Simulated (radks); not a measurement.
Spherical quantum dot in the effective-mass picture: electrons in a parabolic well V = omega^2 r^2 / 2 with omega = 0.348, all in effective atomic units (hartree* = m*/eps^2 hartree, bohr* = eps/m* bohr), one dielectric constant everywhere. Method: non-relativistic Kohn-Sham, LDA (Slater exchange, Perdew-Wang correlation), spin-polarised, spherical densities; computed with a radial shooting solver with Libxc functionals. Levels are named by radial order and angular momentum (1s, 1p, 1d, 2s, ...), and open shells are averaged over m. Results are scaled to m* = 0.135 and eps = 12.5, for which hartree* = 23.51 meV and bohr* = 4.9 nm.

N = 4, configuration 1s2 1p(up 2, down 0). This is the lowest configuration that the search found. Occupied and some empty levels:

| level | occupation | eigenvalue (meV) | <r> (nm) |
|---|---|---|---|
| 1s up | 1 | 38.967 | 11.64 |
| 1s down | 1 | 40.133 | 11.57 |
| 1p up | 2 | 44.353 | 14.48 |
| 1p down | 0 | 45.572 | 14.59 |
| 1d up | 0 | 50.503 | 16.68 |
| 1d down | 0 | 51.623 | 16.87 |
| 2s up | 0 | 51.968 | 15.00 |
| 2s down | 0 | 52.743 | 15.15 |
| 1f up | 0 | 57.155 | 18.57 |
| 1f down | 0 | 58.121 | 18.79 |

Energy (meV): total 111.114, kinetic 23.833, external 45.573, Hartree 63.297, exchange-correlation -21.588.

Electron density:

| r (nm) | n(r) (e/nm^3) |
|---|---|
| 1.25 | 0.0002822 |
| 3.34 | 0.0002833 |
| 5.43 | 0.0002801 |
| 7.52 | 0.0002655 |
| 9.61 | 0.0002346 |
| 11.7 | 0.0001883 |
| 13.8 | 0.0001348 |
| 15.9 | 0.00008471 |
| 18.0 | 0.00004637 |
| 20.1 | 0.00002194 |
| 22.2 | 8.967e-06 |
| 24.2 | 3.176e-06 |
| 26.3 | 9.727e-07 |
